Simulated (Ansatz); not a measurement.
Computed with Ansatz on PBE0-D4/def2-TZVP structures; ΔE is electronic, products minus reactants. CCSD(T)/CBS adds triple-zeta CCSD(T) − MP2 to the extrapolated MP2 energy (def2 sets, frozen cores). This one scheme is used for every species. Functionals use def2-TZVPP. B3LYP here is the variant with VWN-RPA as its local correlation; programs differ in this. Each species was taken in one conformer, which may not be the lowest.

Consider the formal exchange of groups at the Si–O bond: `O[SiH2]B(F)F` + CH₄ → `C[SiH2]B(F)F` + H₂O.

CCSD(T)/CBS gives +20.2 kcal/mol.

Q: Another level gave +25.0 kcal/mol. Which?
A. B3LYP/def2-TZVPP
B. HF/def2-TZVPP
C. PBE0-D4/def2-TZVPP
D. r2SCAN/def2-TZVPP

A: B. HF/def2-TZVPP 25.0, r2SCAN 21.4, B3LYP 22.6, PBE0-D4 19.3 kcal/mol.

Largest T1 diagnostic among the species: 0.013.

In def2-TZVPP, CCSD(T) changes the Hartree–Fock value by −4.3 kcal/mol (the triples alone add −0.5 kcal/mol) and MP2 by −3.8 kcal/mol.
